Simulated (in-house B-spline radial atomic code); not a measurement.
## Ionising Zr¹⁰⁺ with different functionals

Computed with a B-spline radial code for spherical atoms: scalar-relativistic (spin-free X2C) Hamiltonian, Fermi nucleus of rms radius 4.2694 fm, spin-polarised at highest spin, spherical fractional occupations for the functionals, the average over the highest-spin determinants for Hartree-Fock. The ionisation energy is the difference of two self-consistent energies, [Ar] 3d10 4s2 → [Ar] 3d10 4s1, without Breit or QED terms; ε is the level of the shell that loses the electron (its least bound occupied spin orbital). There is no spin-orbit coupling in this Hamiltonian.

```csv
method,rung,ΔSCF (eV),-ε(4s) (eV)
Hartree-Fock,Hartree-Fock,212.68,212.90
HF fractional,Hartree-Fock,212.68,212.90
LDA VWN5,LDA,216.52,207.03
LDA PW92,LDA,216.52,207.02
LDA exchange-only,LDA,214.45,205.21
PBE,GGA,216.10,206.42
PBEsol,GGA,215.76,206.39
BLYP,GGA,216.32,206.67
RPBE,GGA,215.78,206.06
PW91,GGA,216.28,206.65
BP86,GGA,215.98,206.65
AM05,GGA,215.60,206.35
OLYP,GGA,215.43,205.83
TPSS,meta-GGA,215.37,206.17
SCAN,meta-GGA,214.99,206.86
r2SCAN,meta-GGA,214.79,206.61
revTPSS,meta-GGA,215.06,206.04
PBE0,global hybrid,215.47,208.32
B3LYP,global hybrid,216.07,208.37
TPSSh,global hybrid,215.20,206.96
BHandHLYP,global hybrid,215.24,210.40
r2SCAN0,global hybrid,214.60,208.50
B97-1,global hybrid,215.83,207.89
HSE06,range-separated hybrid,215.57,208.14
wB97X,range-separated hybrid,214.70,211.40
CAM-B3LYP,range-separated hybrid,216.07,210.35
LC-wPBE,range-separated hybrid,216.01,211.88
```

(1) Among the functionals, which spreads more, the ΔSCF values or the orbital energies?

(2) How do they compare with the NIST value?

## Answers

(1) The orbital energies: ΔSCF values span about 2.07 eV and the orbital energies 6.67 eV.

(2) NIST lists 214.9 eV ± 0.4 (semi-empirical, ground level to ground level). Errors run from -2.22 to +1.62 eV; SCAN is closest (+0.09 eV), though others lie within the uncertainty of it, and part of that can be cancellation, since the calculations leave out Breit-QED terms. Hartree-Fock also lacks correlation.
